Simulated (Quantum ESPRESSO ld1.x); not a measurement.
Results of a calculation; reference values are marked as such.
Question: These are the eigenvalues of the occupied orbitals of an atom or ion with whole-number occupations (hartree). Level of theory: scalar-relativistic Kohn-Sham, LDA (Slater exchange, Perdew-Zunger correlation), spin-polarised, spherical densities, point nucleus (ld1.x of Quantum ESPRESSO 7.5).

| orbital | eigenvalue |
|---|---|
| 1s | -2475.92 |
| 2s | -427.211 |
| 2p | -374.782 |
| 3s | -99.4861 |
| 3p | -83.8951 |
| 3d | -65.6760 |
| 4s | -21.9533 |
| 4p | -16.8372 |
| 4d | -10.2888 |
| 5s | -4.78573 |
| 5p | -3.50772 |
| 4f | -3.03980 |

Which element is it, and in what charge state? The configuration may be excited. Open shells, if any, are filled with parallel spins first.

Answer: Z = 73, tantalum, charge +5: Ta5+ in [Xe] 4f14. The list shows which subshells hold electrons but not how many an open one holds; the 1s level, -2475.9 hartree, gives Z - s = 70.4 by -(Z - s)^2/2, which with screening and relativity narrows Z to a few neighbours, and the depths of the outer levels then fix element, charge and occupations together.
